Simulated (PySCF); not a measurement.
GeH₄O, SMILES [GeH3][OH].

The structure is a stationary point at PBE0-D3(BJ)/def2-TZVP.

Vertical ionisation energy (IE) and electron affinity (EA) in eV. Rows of orbital energies are one-electron estimates. Where ΔSCF, EOM or ADC give a negative EA the extra electron is unbound and the value depends on the basis.

```tsv
level	IE	EA
−ε(HOMO), −ε(LUMO), r2SCAN/def2-TZVPD (PySCF)	7.25	0.56
−ε(HOMO), −ε(LUMO), ωB97X/def2-TZVPD (PySCF)	…	…
ADC(2)/aug-cc-pVDZ (PySCF)	9.99	-0.68
```

Q: What belongs in the gaps? (An estimate is asked for; the answer gives what the named calculation found.)

A: 
- −ε(HOMO), −ε(LUMO), ωB97X/def2-TZVPD (PySCF), IE: 10.94
- −ε(HOMO), −ε(LUMO), ωB97X/def2-TZVPD (PySCF), EA: -1.55

Q: Beyond the first one, list the lowest photoelectron lines from ADC(2)/aug-cc-pVDZ run with PySCF 2.14.0 with their pole strengths (two spins summed). (Estimate from the structure and the level; the computed values follow.)

A: 11.20 eV (1.76), 12.67 eV (1.85), 12.90 eV (1.85), 15.17 eV (1.76), 18.79 eV (1.79).
